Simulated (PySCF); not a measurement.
PySCF input for H3MoNO3, SMILES [NH2][Mo](=[O])(=[O])[OH], multiplicity 1, TDDFT-PBE/def2-SVPD. Coordinates come from a B3LYP-D3(BJ)/def2-SVP optimisation. A frequency run showed that this geometry is not a minimum. The multiplicity is an assumed one; other spin states were not compared. The def2 effective core potentials stand for the cores of Mo; spin–orbit coupling is left out. One conformer was computed; it need not be the lowest.

```python
import numpy as np
from pyscf import gto, scf, dft, tdscf

mol = gto.M(
    atom='''
    Mo    0.06079962    0.02043507    0.00000000
    O     1.01812195    0.17450033   -1.38481662
    O     1.01812192    0.17450034    1.38481663
    O    -1.29482743    1.33067997   -0.00000002
    H    -1.17715526    2.28981448   -0.00000002
    N    -0.78192251   -1.71851936   -0.00000000
    H    -0.91715136   -2.27794852   -0.84059721
    H    -0.91715137   -2.27794852    0.84059720
    ''',
    basis='def2-SVPD',
    ecp={'Mo': 'def2-svp'},
    charge=0,
    spin=0,
    symmetry=True,
    max_memory=1600,
    verbose=4,
)
mf = dft.RKS(mol, xc='pbe').density_fit(auxbasis='def2-universal-jkfit')
mf.grids.level = 3
mf.conv_tol = 1e-9
mf.max_cycle = 100
mf.kernel()
mf.grids = dft.Grids(mol).set(level=1).build(with_non0tab=True)  # coarser grid for the response kernel
td = tdscf.TDDFT(mf)
td.singlet = True
td.nstates = 10
td.conv_tol = 1e-4
td.positive_eig_threshold = 1e-6
td.kernel(x0=td.get_init_guess(mf, 15))
td.analyze()
tt = tdscf.TDA(mf)
tt.singlet = False
tt.nstates = 4
tt.conv_tol = 1e-4
tt.positive_eig_threshold = 1e-6
tt.kernel(x0=tt.get_init_guess(mf, 9))
tt.analyze(verbose=3)
```

It prints:

```
PySCF version 2.14.0

[INPUT] verbose = 4
[INPUT] num. atoms = 8
[INPUT] num. electrons = 48
[INPUT] charge = 0
[INPUT] spin (= nelec alpha-beta = 2S) = 0
[INPUT] symmetry True subgroup None
[INPUT] Mole.unit = angstrom
[INPUT] Symbol           X                Y                Z      unit          X                Y                Z       unit  Magmom
[INPUT]  1 Mo     0.060799620000   0.020435070000   0.000000000000 AA    0.114894630278   0.038616685636   0.000000000000 Bohr   0.0
[INPUT]  2 O      1.018121950000   0.174500330000  -1.384816620000 AA    1.923971646908   0.329757832346  -2.616924144546 Bohr   0.0
[INPUT]  3 O      1.018121920000   0.174500340000   1.384816630000 AA    1.923971590216   0.329757851243   2.616924163443 Bohr   0.0
[INPUT]  4 O     -1.294827430000   1.330679970000  -0.000000020000 AA   -2.446869221274   2.514620702744  -0.000000037795 Bohr   0.0
[INPUT]  5 H     -1.177155260000   2.289814480000  -0.000000020000 AA   -2.224501047491   4.327122243263  -0.000000037795 Bohr   0.0
[INPUT]  6 N     -0.781922510000  -1.718519360000   0.000000000000 AA   -1.477619394532  -3.247530930163   0.000000000000 Bohr   0.0
[INPUT]  7 H     -0.917151360000  -2.277948520000  -0.840597210000 AA   -1.733164885172  -4.304698828658  -1.588498507974 Bohr   0.0
[INPUT]  8 H     -0.917151370000  -2.277948520000   0.840597200000 AA   -1.733164904070  -4.304698828658   1.588498489076 Bohr   0.0

nuclear repulsion = 224.622563311321
point group symmetry = Cs
symmetry origin: [ 0.00000000e+00 -4.97296286e-10 -2.73512993e-09]
symmetry axis x: [ 1.00000000e+00  5.74561134e-10 -3.59446051e-09]
symmetry axis y: [ 5.74561155e-10 -1.00000000e+00  5.89245139e-09]
symmetry axis z: [-3.59446051e-09 -5.89245161e-09 -1.00000000e+00]
num. orbitals of irrep A' = 90
num. orbitals of irrep A" = 57
number of shells = 59
number of NR pGTOs = 219
number of NR cGTOs = 147
basis = def2-SVPD
ecp = {'Mo': 'def2-svp'}


[settings echo left out]
init E= -342.639781724026
HOMO (A') = -0.523592673298744  LUMO (A") = -0.373214265345271  gap/eV = 4.09200
cycle= 1 E= -349.571094775076  delta_E= -6.93  |g|= 1.71  |ddm|= 4.35
HOMO (A') = -0.0413679848772084  LUMO (A') = -0.0188097711961523  gap/eV = 0.61384
cycle= 2 E= -338.516321240356  delta_E= 11.1  |g|= 6.08  |ddm|=   11
HOMO (A') = -0.143066311503866  LUMO (A") = -0.0546317077282961  gap/eV = 2.40643
cycle= 3 E= -349.474659908935  delta_E=  -11  |g|= 1.73  |ddm|= 10.8
HOMO (A") = -0.262067370269333  LUMO (A') = -0.0940140942465995  gap/eV = 4.57296
cycle= 4 E= -350.086441921937  delta_E= -0.612  |g|= 0.574  |ddm|= 1.95
HOMO (A') = -0.283548658877834  LUMO (A") = -0.153336239606901  gap/eV = 3.54326
cycle= 5 E= -350.115060447335  delta_E= -0.0286  |g|= 0.411  |ddm|= 0.901
HOMO (A') = -0.26290518688662  LUMO (A') = -0.104934601903551  gap/eV = 4.29860
cycle= 6 E= -350.155714374774  delta_E= -0.0407  |g|= 0.0466  |ddm|= 0.474
HOMO (A') = -0.265207763143117  LUMO (A") = -0.106645648942726  gap/eV = 4.31469
cycle= 7 E= -350.15598223662  delta_E= -0.000268  |g|= 0.0396  |ddm|= 0.0726
HOMO (A') = -0.262686099874003  LUMO (A") = -0.10815447116895  gap/eV = 4.20502
cycle= 8 E= -350.156273252981  delta_E= -0.000291  |g|= 0.0146  |ddm|= 0.0424
HOMO (A') = -0.263545078247375  LUMO (A") = -0.107705315461467  gap/eV = 4.24062
cycle= 9 E= -350.156326490523  delta_E= -5.32e-05  |g|= 0.00521  |ddm|= 0.0162
HOMO (A') = -0.263676601947306  LUMO (A") = -0.107646686637169  gap/eV = 4.24579
cycle= 10 E= -350.156332048542  delta_E= -5.56e-06  |g|= 0.00132  |ddm|= 0.00365
HOMO (A') = -0.263651646097948  LUMO (A") = -0.107606502512707  gap/eV = 4.24620
cycle= 11 E= -350.156332313233  delta_E= -2.65e-07  |g|= 0.000529  |ddm|= 0.00145
HOMO (A') = -0.263656487142459  LUMO (A") = -0.107630067289341  gap/eV = 4.24570
cycle= 12 E= -350.156332370022  delta_E= -5.68e-08  |g|= 2.34e-05  |ddm|= 0.000519
HOMO (A') = -0.263654665804758  LUMO (A") = -0.10763088788856  gap/eV = 4.24562
cycle= 13 E= -350.156332370105  delta_E= -8.27e-11  |g|= 1.6e-05  |ddm|= 3.94e-05
HOMO (A') = -0.263657365932904  LUMO (A") = -0.107631256199507  gap/eV = 4.24569
Extra cycle  E= -350.156332369624  delta_E= 4.8e-10  |g|= 5.28e-05  |ddm|= 4.65e-05
converged SCF energy = -350.156332369624
tot grids = 36248
Overwritten attributes  positive_eig_threshold  of <class 'pyscf.tdscf.rks.CasidaTDDFT'>


******** <class 'pyscf.tdscf.rks.CasidaTDDFT'> for <class 'pyscf.df.df_jk.DFSymAdaptedRKS'> ********
nstates = 10 singlet
deg_eia_thresh = 1.000e-03
wfnsym = None
conv_tol = 0.0001
eigh lindep = 1e-12
eigh level_shift = 0
eigh max_cycle = 100


Excitation energies (eV)
[4.29233011 4.59075375 4.73356105 4.93083592 5.04516622 5.23216682
 5.55353027 5.59591763 5.72229063 5.79668118]

** Singlet excitation energies and oscillator strengths **
Excited State   1:   A"      4.29233 eV    288.85 nm  f=0.0002
      24 -> 25       -0.69811
Excited State   2:   A'      4.59075 eV    270.07 nm  f=0.0006
      23 -> 25        0.69864
Excited State   3:   A"      4.73356 eV    261.93 nm  f=0.0072
      21 -> 25       -0.14181
      23 -> 26       -0.67296
Excited State   4:   A'      4.93084 eV    251.45 nm  f=0.0609
      21 -> 26        0.14103
      24 -> 26       -0.64043
      24 -> 27        0.20752
Excited State   5:   A"      5.04517 eV    245.75 nm  f=0.0004
      22 -> 26       -0.70178
Excited State   6:   A'      5.23217 eV    236.97 nm  f=0.0082
      20 -> 26       -0.15574
      21 -> 26       -0.18295
      22 -> 25       -0.65264
Excited State   7:   A'      5.55353 eV    223.25 nm  f=0.0027
      20 -> 26        0.31232
      21 -> 26       -0.55405
      24 -> 27        0.27789
Excited State   8:   A"      5.59592 eV    221.56 nm  f=0.0005
      20 -> 25       -0.51113
      21 -> 25       -0.47351
Excited State   9:   A"      5.72229 eV    216.67 nm  f=0.0001
      23 -> 27       -0.69980
Excited State  10:   A'      5.79668 eV    213.89 nm  f=0.0381
      20 -> 26        0.26848
      21 -> 26       -0.13183
      24 -> 26       -0.19386
      24 -> 27       -0.57997

** Transition electric dipole moments (AU) **
state          X           Y           Z        Dip. S.      Osc.
  1         0.0000      0.0000     -0.0449      0.0020      0.0002
  2        -0.0701      0.0273      0.0000      0.0057      0.0006
  3         0.0000      0.0000     -0.2495      0.0623      0.0072
  4        -0.1820     -0.6864      0.0000      0.5043      0.0609
  5         0.0000     -0.0000      0.0542      0.0029      0.0004
  6        -0.2464      0.0535     -0.0000      0.0636      0.0082
  7         0.1091     -0.0881      0.0000      0.0197      0.0027
  8        -0.0000      0.0000      0.0615      0.0038      0.0005
  9        -0.0000     -0.0000     -0.0248      0.0006      0.0001
 10        -0.3059     -0.4183     -0.0000      0.2685      0.0381

WARN: ECP detected. Skipping calculation of transition velocity and magnetic dipole moments, which have not yet been implemented.

Overwritten attributes  positive_eig_threshold  of <class 'pyscf.tdscf.rks.TDA'>


******** <class 'pyscf.tdscf.rks.TDA'> for <class 'pyscf.df.df_jk.DFSymAdaptedRKS'> ********
nstates = 4 triplet
deg_eia_thresh = 1.000e-03
wfnsym = None
conv_tol = 0.0001
eigh lindep = 1e-12
eigh level_shift = 0
eigh max_cycle = 100


Excitation energies (eV)
[3.89867062 4.13261197 4.22353402 4.22598167]

** Triplet excitation energies and oscillator strengths **
Excited State   1:   A'      3.89867 eV    318.02 nm  f=0.0000
Excited State   2:   A"      4.13261 eV    300.01 nm  f=0.0000
Excited State   3:   A"      4.22353 eV    293.56 nm  f=0.0000
Excited State   4:   A'      4.22598 eV    293.39 nm  f=0.0000
```

The calculation finished and met its thresholds.
